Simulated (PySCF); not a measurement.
C₅H₇F, SMILES F/C=C\C1CC1. Coordinates come from a PBE-D3(BJ)/def2-SVP optimisation. The structure was generated by enumeration; whether it is a known compound was not checked. The values are those of a single conformer.

Computed equilibrium geometry at PBE-D3(BJ)/def2-SVP (PySCF confirms it by a frequency run) as bond lengths and angles, and its point group (one conformer of several):
point group Cs.
Atoms: F1 C2 C3 C4 C5 C6 H7 H8 H9 H10 H11 H12 H13. Bonded distances (Å): F1–C2 1.350, C2–C3 1.344, C2–H7 1.102, C3–C4 1.477, C3–H8 1.103, C4–C5 1.522, C4–C6 1.522, C4–H9 1.101, C5–C6 1.503, C5–H10 1.101, C5–H11 1.102, C6–H12 1.102, C6–H13 1.101. Angles (°): F1–C2–C3 122.3, F1–C2–H7 112.6, C3–C2–H7 125.1, C2–C3–C4 125.1, C2–C3–H8 116.5, C4–C3–H8 118.3, C3–C4–C5 120.1, C3–C4–C6 120.1, C3–C4–H9 114.2, C5–C4–C6 59.2, C5–C4–H9 116.3, C6–C4–H9 116.3, C4–C5–C6 60.4, C4–C5–H10 117.5, C4–C5–H11 117.4, C6–C5–H10 118.8, C6–C5–H11 118.3, H10–C5–H11 114.1, C4–C6–C5 60.4, C4–C6–H12 117.4, C4–C6–H13 117.5, C5–C6–H12 118.3, C5–C6–H13 118.8, H12–C6–H13 114.1.
Charge 0, spin multiplicity 1.
